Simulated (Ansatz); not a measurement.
C₂₂H₂₃BrS⁻, that is (4-tert-butylphenyl)diphenylsulfonium bromide with one electron more. Charge -1, multiplicity 2. Geometry PBE-D4/def2-SVP; atoms count from 1.

```xyz
47

C     3.168   -2.988    2.581
C     2.560   -2.904    1.170
C     1.628   -4.123    0.972
C     3.715   -2.973    0.144
C     1.755   -1.610    0.959
C     1.156   -1.352   -0.294
C     0.397   -0.200   -0.530
C     0.220    0.737    0.511
S    -1.040    2.036    0.424
C    -2.618    1.253    0.177
C    -3.564    1.469    1.223
C    -4.734    0.718    1.288
C    -4.997   -0.299    0.331
C    -4.055   -0.529   -0.692
C    -2.879    0.222   -0.785
C    -0.665    2.733   -1.229
C     0.641    3.216   -1.429
C     0.930    3.873   -2.636
C    -0.061    4.048   -3.616
C    -1.367    3.578   -3.384
C    -1.678    2.930   -2.177
C     0.817    0.518    1.768
C     1.574   -0.638    1.977
H     2.386   -2.975    3.367
H     3.742   -3.933    2.691
H     3.863   -2.147    2.778
H     1.180   -4.131   -0.042
H     2.184   -5.076    1.108
H     0.793   -4.101    1.703
H     4.401   -2.110    0.268
H     4.303   -3.907    0.272
H     3.338   -2.952   -0.898
H     1.294   -2.064   -1.125
H    -0.010   -0.001   -1.533
H    -3.353    2.243    1.979
H    -5.463    0.923    2.089
H    -5.915   -0.903    0.392
H    -4.246   -1.313   -1.444
H    -2.177    0.043   -1.610
H     1.378    3.129   -0.608
H     1.945    4.266   -2.802
H     0.179    4.565   -4.559
H    -2.150    3.716   -4.146
H    -2.698    2.576   -1.969
H     0.737    1.310    2.532
H     2.056   -0.767    2.956
Br    1.330    3.896    1.848
```

Single mean-field runs in def2-TZVP are fitted with def2-universal-jkfit. In the doublet geometry the species has come apart into loosely held pieces.

Q: Estimate the Mulliken populations of the heavy atoms from the PBE0/def2-TZVP orbitals of Ansatz.

A: 
```csv
atom,charge (e),spin (α − β)
C1,-0.41,0.00
C2,0.08,-0.01
C3,-0.37,0.00
C4,-0.37,0.00
C5,0.23,0.10
C6,-0.26,-0.05
C7,-0.24,0.09
C8,0.09,0.08
S9,0.20,0.15
C10,0.11,0.11
C11,-0.24,0.09
C12,-0.12,-0.03
C13,-0.18,0.27
C14,-0.11,-0.11
C15,-0.24,0.23
C16,0.13,0.03
C17,-0.14,0.02
C18,-0.16,0.00
C19,-0.11,0.01
C20,-0.15,0.01
C21,-0.16,0.00
C22,-0.14,0.04
C23,-0.23,-0.01
Br47,-0.84,0.00
```
Mulliken values and Mayer orders depend strongly on the basis.

Q: Where does the spin sit?

A: Summed by element: C 0.87, S 0.15, H -0.02, Br 0.00, of 1 unpaired in all. Largest on single atoms: C13 0.27, C15 0.23, S9 0.15.

Q: And the Mayer bond orders between bonded heavy atoms (over 0.3)?

A: C1–C2 0.96 (1.54 Å); C2–C3 0.98 (1.55 Å); C2–C4 0.98 (1.55 Å); C2–C5 0.94 (1.54 Å); C5–C6 1.32 (1.41 Å); C5–C23 1.28 (1.42 Å); C6–C7 1.51 (1.40 Å); C7–C8 1.35 (1.41 Å); C8–S9 0.94 (1.81 Å); C8–C22 1.37 (1.41 Å); S9–C10 1.06 (1.78 Å); S9–C16 0.88 (1.83 Å); C10–C11 1.27 (1.43 Å); C10–C15 1.20 (1.43 Å); C11–C12 1.53 (1.39 Å); C12–C13 1.29 (1.42 Å); C13–C14 1.39 (1.41 Å); C14–C15 1.48 (1.40 Å); C16–C17 1.42 (1.41 Å); C16–C21 1.36 (1.40 Å); C17–C18 1.43 (1.40 Å); C18–C19 1.40 (1.40 Å); C19–C20 1.40 (1.41 Å); C20–C21 1.42 (1.40 Å); C22–C23 1.49 (1.40 Å).
